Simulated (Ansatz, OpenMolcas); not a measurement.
# Worked example: SiH3Br + CH2F2O → SiH3(OH) + CHBrF2

Species: SiH3Br `[SiH3]Br`, singlet; CH2F2O `OC(F)F`, singlet; SiH3(OH), singlet; CHBrF2 `FC(F)Br`, singlet. The partners trade Br for OH: Si–Br and C–OH bonds give way to Si–OH and C–Br.

Shapes, held fixed at every level: PBE0-D4/def2-TZVP. Flexible molecules stand in one conformer, not always the lowest. Programs: Ansatz 0.2.0, OpenMolcas 26.06. A level may come from different programs for different species; with the same settings they agree closely. The zero-point and thermal change to 298 K, harmonic and unscaled (PBE0-D4/def2-TZVP), is -3.8 kJ/mol.

At CCSD(T)/def2-TZVPP; 1 Eh = 2625.50 kJ/mol:

```
 species   energy (Eh)
  SiH3Br  -2863.596019
  CH2F2O   -313.862338
SiH3(OH)   -366.623206
  CHBrF2  -2810.816010
```

Task: Work out ΔH(298 K) of the reaction at this level.

Result: 
1. Products less reactants: (-366.623206) + (-2810.816010) − [(-2863.596019) + (-313.862338)] = 0.019141 Eh = +50.3 kJ/mol.
2. With the thermal change: +50.3 + (-3.8) = +46.5 kJ/mol.

Other levels give +45.4 (PBE-D4/def2-TZVPP) to +77.7 kJ/mol (MP2/def2-SVP). No measured value is set beside it here. Relativity is left out for Br. Outer-core shells of Br are correlated, in sets that cover them unevenly. The median of the other levels is +56.1 kJ/mol.
